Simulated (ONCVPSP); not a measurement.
**Cutoff test, As, ONCV**

* Element: arsenic (As)
* Generator: ONCVPSP 4.0.1
* Type: optimised norm-conserving Vanderbilt (ONCV)
* Functional: PBE
* Relativity: non-relativistic
* Frozen core: [Ar] 3d10
* Valence charge: 5
* Reference configuration: 4s2 4p3
* Partial waves: 4s: rc 1.35 bohr, ncon 4, nbas 8, qcut 4.1 1/bohr, 2 projectors, debl 0.8 Ha; 4p: rc 1.60 bohr, ncon 4, nbas 8, qcut 6 1/bohr, 2 projectors, debl 1.3 Ha; d scattering state at 0.26 Ha: rc 1.35 bohr, ncon 3, nbas 7, qcut 7.8 1/bohr, 2 projectors, debl 1.4 Ha
* Local potential: polynomial inside 1.10 bohr (lpopt 5, dvloc0 3 Ha)
* Core correction: polynomial model core, fcfact 0.7

Problem. For each optimised wave give the share of its norm inside rc, the residual kinetic energy above qcut (Ha) and the cutoffs (Ha) for errors of 10, 1, 0.1 and 0.01 mHa per electron.

Solution.

```json
{"wave": "4s", "norm inside rc": "0.188", "residual KE": "2.2e-03", "10 mHa": "6.3", "1 mHa": "15.0", "0.1 mHa": "86.5", "0.01 mHa": "107.3"}
{"wave": "s projector 2", "norm inside rc": "0.064", "residual KE": "2.6e-03", "10 mHa": "6.4", "1 mHa": "9.7", "0.1 mHa": "17.7", "0.01 mHa": "121.8"}
{"wave": "4p", "norm inside rc": "0.170", "residual KE": "2.1e-05", "10 mHa": "2.6", "1 mHa": "8.7", "0.1 mHa": "12.0", "0.01 mHa": "48.9"}
{"wave": "p projector 2", "norm inside rc": "0.172", "residual KE": "2.1e-03", "10 mHa": "6.2", "1 mHa": "33.7", "0.1 mHa": "98.7", "0.01 mHa": "112.5"}
{"wave": "d projector 1", "norm inside rc": "0.024", "residual KE": "1.4e-03", "10 mHa": "23.2", "1 mHa": "34.0", "0.1 mHa": "131.0", "0.01 mHa": "not reached"}
{"wave": "d projector 2", "norm inside rc": "0.082", "residual KE": "7.5e-03", "10 mHa": "16.9", "1 mHa": "134.2", "0.1 mHa": "240.0", "0.01 mHa": "not reached"}
```

The occupied waves need 15 Ha and 86 Ha for 1 and 0.1 mHa. Note: ghosts flagged at negative energy: s at -208.3 eV, d at -37.0 eV; no localised positive-energy state flagged. A true bound ghost makes a file unfit for plane-wave use.
